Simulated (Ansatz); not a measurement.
AlBH7NSi, SMILES `NB[SiH2][AlH2]` from Hartree–Fock to CCSD(T)

```xyz
11

N     1.409    1.708   -0.159
B     1.260    0.359    0.131
Si   -0.443   -0.366    0.928
Al   -1.707   -1.498   -0.839
H     0.712    2.403    0.051
H     2.237    2.089   -0.586
H     2.166   -0.373   -0.157
H    -0.138   -1.331    2.027
H    -1.276    0.733    1.513
H    -1.484   -3.039   -1.169
H    -2.737   -0.685   -1.741
```

The species carries charge 0 and has multiplicity 1. Geometry: relaxed with PBE0-D4/def2-TZVP. It is one conformer, not always the lowest. Frozen core, restricted reference, the Gaussian-basis code of Ansatz.

| basis | HF (Eh) | MP2 corr. | CCSD corr. | (T) | CCSD(T) total |
| --- | --- | --- | --- | --- | --- |
| def2-SVP | -613.84438 | ? | -0.48383 | ? | ? |
| def2-TZVPP | ? | -0.52299 | – | – | – |
| def2-QZVPP | ? | -0.55955 | – | – | – |

Q: Fill in the withheld values. (An estimate is asked.)

A: The calculation gave: def2-SVP MP2 corr.: -0.42288; def2-SVP (T): -0.01362; def2-SVP CCSD(T) total: -614.34183; def2-TZVPP HF (Eh): -614.12370; def2-QZVPP HF (Eh): -614.14346.
